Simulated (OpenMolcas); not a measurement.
## Potential curves of GaC: spin-free states

Calculated with OpenMolcas 26.06: state-averaged CASSCF(7,8) over Ga 4s 4p, C 2s 2p, XMS-CASPT2 (IPEA 0.25, imaginary shift 0.2 hartree), scalar X2C, ANO-RCC-VTZP, then RASSI spin–orbit state interaction with atomic mean-field integrals. C2 symmetry about the axis (a holds Σ, Δ, Γ; b holds Π, Φ, H; Σ⁺ and Σ⁻ are not told apart); roots by multiplicity and irrep: 4a 5, 2b 6, 2a 7, 4b 4, 6b 2.

XMS-CASPT2 energies in eV from the lowest point. Curves are followed by energy order within each symmetry, so they are adiabatic and may change character at avoided crossings; Σ⁺ and Σ⁻ are counted together.

| R (Å) | (1)4Σ | (1)4Δ | (3)4Σ | (3)2Π |
| --- | --- | --- | --- | --- |
| 1.728 | 0.747 | 5.634 | 5.739 | 4.028 |
| 1.919 | 0.063 | 4.261 | 4.352 | 3.738 |
| 2.009 | 0.000 | 3.910 | 3.994 | 3.719 |
| 2.109 | 0.038 | 3.651 | 3.727 | 3.745 |
| 2.210 | 0.148 | 3.483 | 3.552 | 3.798 |
| 2.350 | 0.374 | 3.340 | 3.555 | 3.892 |
| 2.531 | 0.730 | 3.239 | 3.533 | 4.016 |
| 2.813 | 1.328 | 3.167 | 3.416 | 4.183 |
| 3.214 | 2.091 | 3.141 | 3.306 | 4.329 |
| 3.817 | 2.727 | 3.164 | 3.213 | 4.313 |

Left out for impure symmetry, kinks or missing points, though low: (1)2Π, (1)2Σ, (1)2Δ, (2)2Σ, (1)4Π, (2)2Π, (2)4Σ, (3)2Σ, (2)4Π, (1)6Π, (2)2Δ. Only roots inside an energy window near the equilibrium distance were included, so the list of states is not complete; labels number the states computed. Each spin and symmetry block has orbitals of its own, averaged over its own roots, so gaps between blocks are less sure than gaps within one and near the minimum can be off by tenths of an eV, in bad cases by more. No Rydberg orbitals are active, so Rydberg states, and σ→σ* states whose orbital the CASSCF left unused, can be missing between those listed. CASPT2 splits the two components of degenerate states numerically, here by up to 174 cm⁻¹. At stretched bonds a block can hold a wrong CASSCF solution and miss its lowest state; points past a visible jump are left out. No roots were computed in block 6a (none fell in the window or the block failed), so states of that kind are missing and can lie low or lowest. Points that failed a check (symmetry, reference weights, a jump) are left out.
